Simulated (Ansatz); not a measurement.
All numbers were calculated with Ansatz.

A structure relaxed at PBE0-D4/def2-TZVP, charge 0, multiplicity 2:

| atom | x (Å) | y (Å) | z (Å) |
| --- | --- | --- | --- |
| O1 | -0.4541 | 2.3770 | 0.1149 |
| Si2 | 0.7107 | 1.2012 | 0.0135 |
| Ge3 | -0.4226 | -0.8888 | 0.2095 |
| O4 | 0.9235 | -2.0555 | 0.4014 |
| H5 | -0.2390 | 3.2430 | -0.2362 |
| H6 | 1.4527 | 1.3337 | -1.2828 |
| H7 | -1.2639 | -1.3061 | -1.0224 |
| H8 | -1.3347 | -0.9381 | 1.4552 |
| H9 | 0.6274 | -2.9665 | 0.3468 |

Problem. Give its formula and SMILES.

Solution. GeH5O2Si, `O[SiH][GeH2][OH]`.

Problem. Summarise the bond lengths by kind.

Solution. 1 × O–Si 1.658 Å; 2 × H–O 0.959 to 0.960 Å; 1 × Ge–Si 2.386 Å; 1 × H–Si 1.500 Å; 1 × Ge–O 1.792 Å; 2 × Ge–H 1.545 to 1.549 Å.
